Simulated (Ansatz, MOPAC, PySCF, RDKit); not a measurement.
Complex: H2S (SMILES S) (first 3 atoms) with GeH4 (SMILES [GeH4]); geometry from B3LYP-D3(BJ)/def2-TZVP.
(charge 0, multiplicity 1):
```xyz
8

S      0.267     1.873     0.690
H     -1.064     1.859     0.865
H      0.246     0.726    -0.007
Ge    -0.172    -0.716     3.526
H     -0.944     0.560     3.887
H      1.331    -0.420     3.453
H     -0.663    -1.248     2.171
H     -0.431    -1.786     4.602
```

Interaction energies are E(AB) − E(A) − E(B) at the monomers' geometry in the complex; basis-set methods are counterpoise corrected. RDKit's UFF carries no charges.

Rows in 6-31G* carry no dispersion term and start afresh at each structure (6-31G* with six Cartesian d functions); the Pople sets are all-electron and without relativity. MP2/6-31G* freezes PySCF's default core, which leaves 3d correlated. The state reached by PM6 isn't checked.

The values were computed with Ansatz (a quantum-chemistry and plane-wave program) with Gaussian orbitals; MOPAC for PM6 (differences of heats of formation); PySCF for 6-31G* rows, the dispersion terms; RDKit for the force fields. 

```json
[
 {"level": "UFF", "interaction energy (kcal/mol)": "-0.88"},
 {"level": "PM6", "interaction energy (kcal/mol)": "-0.43"},
 {"level": "PBE-D3(BJ)/def2-TZVPPD", "interaction energy (kcal/mol)": "-1.37"},
 {"level": "BLYP/def2-TZVPPD", "interaction energy (kcal/mol)": "0.94"},
 {"level": "BLYP-D4/def2-TZVPPD", "interaction energy (kcal/mol)": "-0.93"},
 {"level": "B3LYP-D3(BJ)/def2-TZVPPD", "interaction energy (kcal/mol)": "-1.31"},
 {"level": "PBE0-D3(BJ)/def2-TZVPPD", "interaction energy (kcal/mol)": "-1.37"},
 {"level": "PBE0-D4/def2-TZVPPD", "interaction energy (kcal/mol)": "-1.27"},
 {"level": "MP2/6-31G*", "interaction energy (kcal/mol)": "(withheld)"}
]
```

Fill in the missing entries.


- MP2/6-31G*, interaction energy (kcal/mol): 0.32
